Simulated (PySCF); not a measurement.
## Vertical excitation energies

Species: C2H10P2Si2.
InChI=1S/C2H10P2Si2/c3-6-2-1-5-4-6/h4,6H,1-3,5H2/t6-/m0/s1

Method used: TDDFT B3LYP/def2-SVPD, vertical, gas phase, core orbitals frozen in the response in PySCF 2.14.0, density-fitted response routines. Isolated species at its PBE0-D3(BJ)/def2-SVP geometry (one conformer only).

Task: What does the calculation give for the low-lying excited states?

Result: 

| state | E (eV) | E (kJ/mol) | λ (nm) | f | \|μ\| (D) | main configurations (H = HOMO, L = LUMO) |
| --- | --- | --- | --- | --- | --- | --- |
| S1 | 5.38 | 519 | 230.3 | 0.0077 | 0.62 | H→L (92%) |
| S2 | 5.91 | 570 | 209.7 | 0.073 | 1.81 | H-1→L (84%) |
| S3 | 6.10 | 589 | 203.3 | 0.0078 | 0.58 | H→L+1 (65%), H→L+2 (26%) |
| S4 | 6.15 | 593 | 201.7 | 0.014 | 0.76 | H→L+2 (59%), H-2→L (19%), H→L+1 (17%) |
| S5 | 6.31 | 609 | 196.5 | 0.045 | 1.37 | H-1→L+1 (44%), H-2→L (28%) |
| S6 | 6.37 | 615 | 194.6 | 0.0080 | 0.58 | H→L+3 (41%), H-1→L+2 (21%), H-2→L (13%) |
| S7 | 6.47 | 624 | 191.6 | 0.029 | 1.09 | H-1→L+2 (39%), H-1→L+1 (25%), H-1→L+3 (17%) |
| S8 | 6.52 | 629 | 190.0 | 0.097 | 1.98 | H→L+3 (46%), H-2→L (17%), H-1→L+2 (13%) |
| S9 | 6.61 | 638 | 187.5 | 0.014 | 0.75 | H→L+4 (71%), H-1→L+2 (11%) |
| S10 | 6.67 | 643 | 186.0 | 0.0071 | 0.53 | H-3→L (58%), H-1→L+3 (24%), H→L+4 (8%) |

Triplets, Tamm–Dancoff:

| state | E (eV) | λ (nm) | main configurations (H = HOMO, L = LUMO) |
| --- | --- | --- | --- |
| T1 | 4.96 | 249.8 | H→L (90%) |
| T2 | 5.24 | 236.8 | H-1→L (84%) |
| T3 | 5.52 | 224.6 | H→L+1 (60%), H→L+3 (9%) |
| T4 | 5.60 | 221.4 | H-1→L+1 (50%), H-1→L+4 (17%), H→L+2 (8%) |

The lowest singlet comes at 230 nm (519 kJ/mol) in the ultraviolet; it is weak; its leading configuration is HOMO→LUMO (92%). The strongest level in the table is S8 at 6.52 eV (190 nm, f = 0.097). Löwdin shares by element: HOMO phosphorus 64%, silicon 17% (atoms not listed hold the other 18%); LUMO phosphorus 38%, silicon 30% (atoms not listed hold the other 31%). Of the 10 states listed, 6 reach f = 0.01 and none stays under 0.0005. Weighted by f, the mean energy of these states is 6.29 eV. The oscillator strengths of these states sum to 0.303; summed over the whole spectrum of an exact calculation they would give the number of electrons, 80 (Thomas–Reiche–Kuhn). All these states lie below the vertical ionisation energy of 8.87 eV (ΔSCF). Singlets were solved by full linear response, triplets in the Tamm–Dancoff approximation.
